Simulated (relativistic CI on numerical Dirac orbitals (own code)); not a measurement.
Slater and spin-orbit integrals, Yb⁵⁸⁺

Computed by Dirac-Coulomb-Breit CI, separate exchange-only KLI orbitals for each configuration, model QED (radiative potential, 1s self-energy scaled to tabulated hydrogen-like ionisation energies), unscaled Slater integrals (own radial code, finite nucleus).

Slater integrals F^k, G^k are unscaled and averaged over j, outside the closed core [Ne]; ζ comes from projecting the Hamiltonian with its Breit term on Σ l·s of the shell.

- 3s 3p: G^1(3s,3p) = 645110, ζ(3p) = 1.5265e+06 cm⁻¹; <r>(3s) = 0.1963, <r^2>(3s) = 0.04402, <r>(3p) = 0.1913, <r^2>(3p) = 0.04241 (bohr units).
- 3p2: F^2(3p,3p) = 510080, ζ(3p) = 1.5263e+06 cm⁻¹; <r>(3p) = 0.1915, <r^2>(3p) = 0.04246 (bohr units).
- 3s 3d: G^2(3s,3d) = 400520, ζ(3d) = 208080 cm⁻¹; <r>(3s) = 0.1964, <r^2>(3s) = 0.04406, <r>(3d) = 0.1687, <r^2>(3d) = 0.03277 (bohr units).

Averages of the first 10 configurations, taken without configuration mixing, which lowers the lowest level and can move excited configurations by several eV; other configurations of the list can lie among them:

```
Configuration  Parity  States  Average energy above the lowest level (eV)
          3s2    even       1                                         4.1
        3s 3p     odd      12                                       330.5
          3p2    even      15                                       679.1
        3s 3d    even      20                                       654.9
          3d2    even      45                                      1317.8
        3p 3d     odd      60                                       994.0
        3p 4s     odd      12                                      3140.2
        3d 4s    even      20                                      3452.6
        3s 4s    even       4                                      2799.3
        3s 4p     odd      12                                      2941.1
```
